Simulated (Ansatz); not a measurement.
Relaxation of Cl2Ge2H6O (11 atoms, charge 0, multiplicity 1), to a largest force component of 0.03 eV/Å in at most 50 steps.

These are results of RKS PBE/def2-SVP in Ansatz 0.2.0, not measurements.

```xyz
11
Properties=species:S:1:pos:R:3
Ge -0.158 0.186 0.242
Ge -0.044 0.147 2.650
H -1.142 -0.756 3.258
H 1.362 -0.298 3.117
H -0.272 1.609 3.134
Cl 2.014 -0.049 -0.254
H -0.641 1.467 -0.472
O -1.073 -1.125 -0.555
H -0.834 -1.981 -0.138
Cl 0.759 -2.851 1.533
H 1.432 -1.720 1.243
```

Q: Where does it end, and by what steps?

A: It converged. After 9 steps the energy has fallen by 0.227 eV; H11 moved furthest, 0.73 Å.

```json
{"step": "0", "energy less start (eV)": "0.0000", "largest force component (eV/Å)": "0.808", "accepted": "yes"}
{"step": "1", "energy less start (eV)": "-0.1232", "largest force component (eV/Å)": "0.520", "accepted": "yes"}
{"step": "2", "energy less start (eV)": "-0.1868", "largest force component (eV/Å)": "0.234", "accepted": "yes"}
{"step": "3", "energy less start (eV)": "-0.2040", "largest force component (eV/Å)": "0.306", "accepted": "yes"}
{"step": "4", "energy less start (eV)": "-0.2153", "largest force component (eV/Å)": "0.175", "accepted": "yes"}
{"step": "5", "energy less start (eV)": "-0.2208", "largest force component (eV/Å)": "0.172", "accepted": "yes"}
{"step": "6", "energy less start (eV)": "-0.2265", "largest force component (eV/Å)": "0.056", "accepted": "yes"}
{"step": "7", "energy less start (eV)": "-0.2265", "largest force component (eV/Å)": "0.046", "accepted": "yes"}
{"step": "8", "energy less start (eV)": "-0.2264", "largest force component (eV/Å)": "0.055", "accepted": "no"}
{"step": "9", "energy less start (eV)": "-0.2270", "largest force component (eV/Å)": "0.022", "accepted": "yes"}
```

```xyz
11
Properties=species:S:1:pos:R:3
Ge -0.135 0.217 0.312
Ge -0.157 0.319 2.764
H -1.308 -0.573 3.291
H 1.202 -0.163 3.321
H -0.408 1.788 3.195
Cl 2.016 -0.122 -0.241
H -0.567 1.464 -0.496
O -1.085 -1.121 -0.392
H -0.827 -1.964 0.042
Cl 0.991 -3.090 1.279
H 1.679 -2.127 0.684
```

Whether the end is a true minimum wasn't checked by a vibrational analysis.

Run time: 16 s on 4 threads of AMD EPYC 7B13 (Zen 3), with other jobs on the host, peak memory 0.25 GiB.
